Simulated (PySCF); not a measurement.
System: C2H10O2Si2, charge 0, multiplicity 1. 
Structure (B3LYP-D3(BJ)/def2-TZVP (Ansatz) minimum search):
SMILES: O([SiH3])[Si](O)(C)C
```xyz
16

C     -1.5280    -1.3501    -0.6206
Si    -0.7512     0.1878     0.0717
C     -1.5494     0.7807     1.6450
O     -0.8685     1.3178    -1.1296
O      0.8315    -0.0915     0.4298
Si     2.2770    -0.5030    -0.2155
H     -2.5808    -1.1845    -0.8570
H     -1.0232    -1.6580    -1.5385
H     -1.4649    -2.1740     0.0931
H     -2.6086     0.9967     1.4916
H     -1.4663     0.0259     2.4298
H     -1.0676     1.6902     2.0118
H     -0.5665     2.2110    -0.9487
H      2.1143    -1.5671    -1.2355
H      2.9120     0.6755    -0.8514
H      3.1514    -0.9984     0.8702
```
Charge 0, spin multiplicity 1.

Dispersion corrections to the total energy (kcal/mol) from the dftd3 and dftd4 libraries through PySCF: D3(BJ) without and D4 with the three-body term, each with the damping fitted for the functional named.

```csv
functional,D3(BJ),D4
B2GP-PLYP,-6.18,[?]
BHLYP,-11.96,-10.73
TPSS,-10.83,-11.70
PBE,-8.44,[?]
TPSSh,-10.10,-10.70
HSE06,-6.15,-6.99
HF,-60.61,[?]
```

Complete the blanks.


- B2GP-PLYP, D4: -3.80
- PBE, D4: -8.71
- HF, D4: -28.71
